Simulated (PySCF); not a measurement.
Ligand exchange on a metal centre used in film growth or etching (Hf Cl-OH). All species are isolated molecules in the gas phase. One relaxed conformer stands for each flexible species; it need not be the lowest. In the def2 sets, heavy atoms carry core potentials. All members: neutral, multiplicity 1. Level: TPSSh-D3(BJ)/def2-TZVP // BP86-D3(BJ)/def2-SVP (PySCF), beside PBE-D3(BJ)/def2-TZVP // BP86-D3(BJ)/def2-SVP (PySCF) at the same geometries. 

| species | HOMO–LUMO gap, PBE (eV) | HOMO–LUMO gap, TPSSh-D3(BJ) (eV) |
|---|---|---|
| [Hf(Cl)4] | 5.26 | 6.31 |
| [Hf(Cl)3(OH)] | 5.55 | withheld |
| [Hf(Cl)2(OH)2] | 5.84 | 6.96 |
| [Hf(OH)4] | 6.09 | 7.32 |
| [Hf(Cl)(OH)3] | 6.24 | 7.41 |

Fit y = a + b·x, y being the HOMO–LUMO gap at the first level, to the 4 complete rows by least squares, with x = the PBE value in eV. Give a, b and the rms residual, and predict the withheld value.

Means of the 4 rows: x̄ = 5.8575, ȳ = 7 eV. Σ(x − x̄)² = 0.55768 and Σ(x − x̄)(y − ȳ) = 0.6442, so b = 1.155 and a = ȳ − b·x̄ = 0.235 eV. The rms residual is 0.032 eV. At x = 5.55 the line gives 6.65 eV. The run for [Hf(Cl)3(OH)] gave 6.62 eV, so the line is off by 0.03 eV, within twice the rms residual.

Codes: PySCF.
